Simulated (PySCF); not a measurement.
# Computed records: CH₉NSi₂

Calculation on a computer-drawn molecule: the log of a Hartree-Fock and frozen-core CCSD(T) single point meant for a local Hartree-Fock minimum, with one planted fault or none, to be diagnosed. Offsets are logged minus clean, where the clean run is the same molecule without the fault. The reference is restricted for singlets and unrestricted otherwise, and also for a bond in bohr or an excited solution. Adding or removing an electron swaps singlet and doublet. The excited solution moves the top pair (singlet) or top alpha electron (doublet) to the lowest empty orbital. Highest occupied and lowest empty are orbital energies over both spins, largest force is the largest gradient component, triples share is (T) over the correlation energy, the T1 limit is 0.02 restricted and 0.045 unrestricted, electrons count all cores, a negative frequency is imaginary (commonest isotopes), and the dipole is about the centre of nuclear charge. Program: PySCF 2.14.0.

```json
{"formula": "CH9NSi2", "logged_structure": {"atoms_angstrom": [["N", -1.9112, 1.3887, -3.427], ["Si", -0.7698, 0.7591, -2.2985], ["C", -1.2538, 0.8893, -0.4794], ["Si", -0.0382, 0.2161, 0.7926], ["H", -2.7813, 0.9088, -3.5654], ["H", -2.0571, 2.38, -3.4769], ["H", -0.5754, -0.6732, -2.625], ["H", 0.4968, 1.5027, -2.4955], ["H", -1.4366, 1.9456, -0.2433], ["H", -2.2106, 0.3704, -0.3369], ["H", -0.568, 0.3951, 2.1666], ["H", 1.2622, 0.924, 0.7016], ["H", 0.2024, -1.2312, 0.5737]]}, "given": {"meant_charge": 0, "meant_multiplicity": 1, "meant_basis": "cc-pV(D+d)Z", "logged_electrons": 50, "logged_basis_functions": 119, "logged_SCF_converged": "yes", "logged_spin_squared": 0.0, "logged_highest_occupied [eV]": -2.4897, "logged_lowest_empty [eV]": -4.7167, "logged_largest_force [hartree/bohr]": 0.11504, "logged_CC_converged": "no", "logged_dipole_magnitude [debye]": 1.6983, "logged_SCF_stable_within_its_kind": "no", "logged_energy_HF [hartree]": -674.82528, "possible_faults": "no fault, one electron removed, one electron added, multiplicity raised by two, geometry at a saddle point, SCF held on an excited solution, minimal basis STO-3G, one bond length entered in bohr, all coordinates scaled", "drawn_bonds_atom": [1, 2, 3, 1, 1, 2, 2, 3, 3, 4, 4, 4], "drawn_bonds_other_atom": [2, 3, 4, 5, 6, 7, 8, 9, 10, 11, 12, 13], "drawn_bonds_order": [1, 1, 1, 1, 1, 1, 1, 1, 1, 1, 1, 1]}, "results": {}, "notes": ["CCSD not converged"]}
```

## Withheld values
1. Which fault was planted in the run of CH₉NSi₂?

Answers
1. SCF held on an excited solution

Further results for CH₉NSi₂:

* HF energy offset from clean run: 403.7 kcal/mol
